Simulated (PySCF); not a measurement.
What PySCF settings do for BeCl

Base input, run as `OMP_NUM_THREADS=1 python input.py` with PySCF 2.14:

```python
from pyscf import gto, scf, cc

mol = gto.M(
    atom='Be 0 0 0; Cl 0 0 1.795',
    basis='6-31g*',
    charge=0,
    spin=1,
    verbose=4,
)
mf = scf.UHF(mol)
mf.kernel()
mycc = cc.CCSD(mf)
mycc.kernel()
e = mycc.eeccsd(nroots=8)[0]
print('roots (eV) =', (e*27.211386).round(3))
mf.dip_moment()
print('orbital energies (hartree):', [e[max(0, n-3):n+3].round(4) for e, n in zip(mf.mo_energy, mol.nelec)])
```

Base result: E(SCF) = -474.149732 Eh, 10 cycles, E(CCSD) − E(SCF) = -0.16834 Eh, ⟨S²⟩ = 0.752, μz(SCF) = -1.28 D, excitation roots 0.002, 3.709, 3.709, 3.725, 3.725, 6.253, 6.253, 6.301 eV. The bond length is a typed value, not an optimised one. Spin-unrestricted EOM-EE roots include spin flips and other components of the reference, which can be negative or near zero. No search for the lowest solution was made.

Run time: 16 s on 1 thread of Arm Neoverse V1 (shared host), peak memory 0.2 GiB.

Each row names what differs from the base; energies in brackets are changes from the base.

| change | result | wall time (s) |
| --- | --- | --- |
| step after the SCF: eomee → mp2; frozen orbitals: 0 → 5 | E(SCF) = -474.149732 Eh (+0.0000 eV), 10 cycles, E(MP2) − E(SCF) = -0.14774 Eh, ⟨S²⟩ = 0.752, μz(SCF) = -1.28 D | 0.85 |
| number of roots: 8 → 2 | E(SCF) = -474.149732 Eh (+0.0000 eV), 10 cycles, E(CCSD) − E(SCF) = -0.16834 Eh, ⟨S²⟩ = 0.752, μz(SCF) = -1.28 D, excitation roots 0.002, 3.709 eV | 4.9 |
| step after the SCF: eomee → stability | E(SCF) = -474.149732 Eh (+0.0000 eV), 10 cycles, ⟨S²⟩ = 0.752, μz(SCF) = -1.28 D, internal stable; real -> complex stable; UHF/UKS -> GHF/GKS stable | 0.99 |
| functional: none (Hartree–Fock) → m06l; SCF type: UHF → UKS; step after the SCF: eomee → analyze | E(SCF) = -474.928263 Eh, ⟨S²⟩ = 0.751, μz(SCF) = -0.80 D | 3.7 |
| cycle limit: 50 → 8 | not converged: SCF after 8 cycles | 16 |
| basis set: 6-31g* → jorge-dzp | E(SCF) = -474.176553 Eh (-0.7298 eV), 11 cycles, E(CCSD) − E(SCF) = -0.23789 Eh, ⟨S²⟩ = 0.752, μz(SCF) = -0.99 D, excitation roots 0.002, 3.661, 3.661, 3.676, 3.676, 6.172, 6.172, 6.220 eV | 33 |
| electric field along z (a.u.): none → 0.2 [unsound on purpose] [an earlier cycle lay lower, so not the lowest solution of its kind] [may be another electronic state] | E(SCF) = -475.150404 Eh (-27.2297 eV), E(CCSD) − E(SCF) = -0.19368 Eh, ⟨S²⟩ = 0.771, μz(SCF) = 25.85 D, excitation roots -0.032, 0.100, 0.212, 1.678, 1.879, 2.255, 2.322, 3.041 eV | 17 |
| spin (2S): 1 → 3 [a high spin state] | E(SCF) = -473.916280 Eh (+6.3525 eV), 13 cycles, E(CCSD) − E(SCF) = -0.14634 Eh, ⟨S²⟩ = 3.756, μz(SCF) = 4.29 D, excitation roots -6.923, -3.257, -1.018, -0.985, 0.002, 0.155, 0.345, 0.381 eV | 15 |
| functional: none (Hartree–Fock) → m11; SCF type: UHF → UKS; step after the SCF: eomee → analyze | stops with KeyError ("LibXCFunctional: name 'M11' not found.") | 0.58 |
| geometry: bond 1.795 → bond 1.58 | E(SCF) = -474.120826 Eh (+0.7866 eV), 10 cycles, E(CCSD) − E(SCF) = -0.17167 Eh, ⟨S²⟩ = 0.752, μz(SCF) = -0.20 D, excitation roots 0.003, 3.904, 3.904, 3.911, 3.911, 7.341, 7.375, 7.391 eV | 15 |
| functional: none (Hartree–Fock) → wb97; SCF type: UHF → UKS; step after the SCF: eomee → analyze | E(SCF) = -474.914699 Eh, 11 cycles, ⟨S²⟩ = 0.751, μz(SCF) = -1.17 D | 2.6 |
| geometry: bond 1.795 → bond 1.921 | E(SCF) = -474.146645 Eh (+0.0840 eV), 11 cycles, E(CCSD) − E(SCF) = -0.16668 Eh, ⟨S²⟩ = 0.751, μz(SCF) = -1.95 D, excitation roots 0.002, 3.623, 3.623, 3.646, 3.646, 5.603, 5.603, 5.651 eV | 14 |
| number of roots: 8 → 1 | E(SCF) = -474.149732 Eh (+0.0000 eV), 10 cycles, E(CCSD) − E(SCF) = -0.16834 Eh, ⟨S²⟩ = 0.752, μz(SCF) = -1.28 D, excitation roots 0.002 eV | 4 |
| SCF type: UHF → ROHF | E(SCF) = -474.149451 Eh (+0.0076 eV), 9 cycles, E(CCSD) − E(SCF) = -0.16863 Eh, μz(SCF) = -1.29 D, excitation roots 0.000, 3.708, 3.708, 3.725, 3.725, 6.259, 6.259, 6.289 eV | 17 |

Task: Order these changes by how far they move the SCF energy from the base, largest first: (1) SCF type: UHF → ROHF; (2) geometry: bond 1.795 → bond 1.58; (3) geometry: bond 1.795 → bond 1.921.

Result: (2) +0.7866 eV, (3) +0.0840 eV, (1) +0.0076 eV.
